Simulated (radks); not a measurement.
Question: All-electron atom: the chromium ion Cr+ in [Ar] 3d5. All-electron calculation, Dirac Kohn-Sham, PBE, spin-unpolarised, spherical densities, finite nucleus; open shells are shared between the two j in proportion to 2j + 1; Fermi nuclear charge, rms radius 3.6452 fm. Program: a radial shooting solver on a logarithmic mesh with Libxc functionals. Some entries of the table are withheld. Estimate them.

orbital  occ.  eigenvalue (hartree)  <r> (bohr)
1s1/2       2                   (1)     0.06355
2s1/2       2             -24.75999      0.2929
2p1/2       2             -21.06177      0.2579
2p3/2       4             -20.74387      0.2607
3s1/2       2              -2.97552      0.9032
3p1/2       2              -1.95291         (2)
3p3/2       4              -1.91575         (3)
4s1/2       0              -0.36569       3.072
3d3/2       2              -0.36466         (4)
3d5/2       3              -0.36172         (5)
4p1/2       0                   (6)       3.913
4p3/2       0                   (7)       3.941

Answer: 
(1) 1s1/2 eigenvalue (hartree): -216.3381
(2) 3p1/2 <r> (bohr): 0.9619
(3) 3p3/2 <r> (bohr): 0.9711
(4) 3d3/2 <r> (bohr): 1.412
(5) 3d5/2 <r> (bohr): 1.419
(6) 4p1/2 eigenvalue (hartree): -0.22174
(7) 4p3/2 eigenvalue (hartree): -0.21986
